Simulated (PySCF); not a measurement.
InF₂, SMILES [In]([F])[F], multiplicity 2. Atoms are numbered in the order given.

```xyz
3

In     0.0000     0.0000     0.2753
F      0.0000    -1.6669    -0.7495
F      0.0000     1.6669    -0.7495
```
Charge 0, spin multiplicity 2.

The structure is a stationary point at PBE0-D3(BJ)/def2-TZVP. The multiplicity is an assumed one; other spin states were not compared. The isomer is the one that the SMILES or the coordinates give; other isomers of the formula were not compared. The def2 effective core potentials stand for the cores of In; spin–orbit coupling is left out.

All values below come from PySCF with TDA-M06-2X/def2-SVPD.

Vertical excitations. Isolated molecule, no solvent.

Computed lowest excited states:
```csv
state,energy (eV),λ (nm),f,main pairs
root 1,3.98,312,0.003,β HOMO→LUMO 83 %
root 2,4.06,306,0.000,β HOMO−1→LUMO 94 %
root 3,4.20,295,0.074,"α HOMO→LUMO 71 %, β HOMO−4→LUMO 25 %"
root 4,4.42,280,0.011,β HOMO−2→LUMO 86 %
root 5,4.47,277,0.072,"α HOMO→LUMO 27 %, β HOMO−4→LUMO 68 %"
root 6,4.85,256,0.034,β HOMO−3→LUMO 80 %
root 7,6.04,205,0.010,"α HOMO→LUMO+1 39 %, α HOMO→LUMO+2 6 %, β HOMO−5→LUMO 47 %"
root 8,6.60,188,0.254,α HOMO→LUMO+3 93 %
root 9,6.62,187,0.267,"α HOMO→LUMO+1 36 %, α HOMO→LUMO+2 16 %, β HOMO−5→LUMO 34 %"
root 10,7.49,166,0.000,β HOMO→LUMO+1 95 %
```
Unrestricted roots are not spin-pure.
